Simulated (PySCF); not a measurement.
H4Ti, SMILES [TiH4-], charge -1, multiplicity 2. Atoms are numbered in the order given.

```xyz
5

Ti     0.0000     0.0000     0.0000
H     -1.0022     1.0022    -1.1196
H     -1.0022    -1.0022     1.1196
H      1.0022     1.0022     1.1196
H      1.0022    -1.0022    -1.1196
```
Charge -1, spin multiplicity 2.

Geometry optimised at PBE0-D3(BJ)/def2-TZVPD. The spin state was assumed, not searched.

These are PBE/def2-TZVPD run with PySCF values and carry that method's errors.

Mulliken values depend strongly on the basis, most of all with diffuse functions as here. ESP charges are fitted to the potential on shells at 1.4 to 2.0 van der Waals radii. Atomic charges (e):

```tsv
atom	Mulliken	ESP fit	Mulliken spin
Ti1	-0.62	0.66	1.18
H2	-0.09	-0.41	-0.04
H3	-0.09	-0.41	-0.04
H4	-0.09	-0.41	-0.04
H5	-0.09	-0.41	-0.04
```
